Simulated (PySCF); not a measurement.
Two-component Hartree-Fock for Tc⁺ (technetium, charge +1)

Start: [Kr] 4d5 5s1; 4d5/2 filled at m_j = -3/2, -1/2, +1/2, +3/2, +5/2; 5s1/2 filled at m_j = +1/2. Calculated with PySCF 2.14 in x2c-TZVPall-2c with one added diffuse shell each of s, p, d type (9s10p8d1f, 86 functions): generalised Hartree-Fock with the X2C-1e Hamiltonian and a Gaussian nucleus; one run each with spin-orbit coupling (SO) switched off, then screened by Boettger's factors. This is a chosen level, not necessarily the ground level.

```
spinor shell  electrons  ε, spin-free (eV)  ε, screened SO (eV)  weight of nominal j (screened SO)  rms radius, screened SO (bohr)
       1s1/2          2           -21167.2             -21166.0                              1.000                          0.0394
       2s1/2          2            -3103.8              -3103.5                              1.000                           0.162
       2p1/2          2            -2772.0              -2853.7                              1.000                           0.141
       2p3/2          4            -2772.0              -2733.8                              1.000                           0.145
       3s1/2          2            -580.09              -580.00                              1.000                           0.442
       3p1/2          2            -468.19              -482.40                              1.000                           0.439
       3d3/2          4            -287.25              -289.75                              0.964                           0.433
       3d5/2          6            -287.25              -285.50                              0.976                           0.437
       4s1/2          2            -97.085              -97.068                              1.000                            1.13
       4p1/2          2            -63.513              -69.176                              0.654                            1.26
       4p3/2          4            -63.513              -60.743                              0.827                            1.26
       4d5/2          5            -21.496              -21.491                              0.578                            1.78
       5s1/2          1            -14.443              -14.442                              1.000                            3.28
```

Task: Where does 3p3/2 lie, and what is the 3p spin-orbit splitting (screened SO)?

Result: At -461.51 eV, 20.886 eV above 3p1/2.

| quantity | spin-free | screened SO |
| --- | --- | --- |
| E (hartree) | -4282.57036 | -4283.12441 |
| M_J | 3 | 3 |
| ⟨J²⟩ | 12.002 | 12.002 |
| ⟨L²⟩ | 0.000 | 0.017 |
| ⟨S²⟩ | 12.002 | 11.990 |

Each row is a mean over spinors that exchange with the open shell spreads, by up to 9.697 eV (4p3/2).

Rows whose weight is well below 1 are mixtures of j = l ± 1/2: exchange outweighs spin-orbit coupling there, and the label is only the starting occupation.

Breit and QED terms are absent; they matter most for the inner s and p1/2 levels.

Densities and radii are taken from the X2C orbitals without a picture-change correction, which distorts them close to the nucleus.

Without spin-orbit coupling the j labels of p, d and f shells carry no meaning; the spin-free column gives the mean over the occupied spinors of each nl shell.
